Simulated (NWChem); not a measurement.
System: GeSiH$_{4}$S, singlet; SMILES [Ge]([SH])[SiH3]

```xyz
7

Ge    -0.8463    -0.1792     0.0000
S      0.9647    -1.5072     0.0000
H      0.2994    -2.7033     0.0000
Si     0.6186     1.8319     0.0000
H      2.1024     1.5591     0.0000
H      0.2915     2.6740     1.2112
H      0.2915     2.6740    -1.2112
```
Atoms are numbered in this order, from 1.

Results from NWChem. Low-valent species are run as closed-shell singlets; no triplet was tried in these runs. Coordinates come from a PBE-D3(BJ)/def2-SVP optimisation. Level B3LYP/def2-SVP: energy and gradient on several grids; changes count from the extra-fine grid, which is no exact limit either.

Q: Which is the coarsest grid (fine; xfine; xcoarse; coarse; medium) from which on the energy stays within 100 μHa and each gradient component within 200 μHa/bohr of xfine?

A: medium.
```tsv
grid	size of the energy change (μHa)	largest change of a gradient component (μHa/bohr)
xcoarse	700	2000
coarse	10	300
medium	10	80
fine	< 10	< 30
xfine	< 10	< 30
```
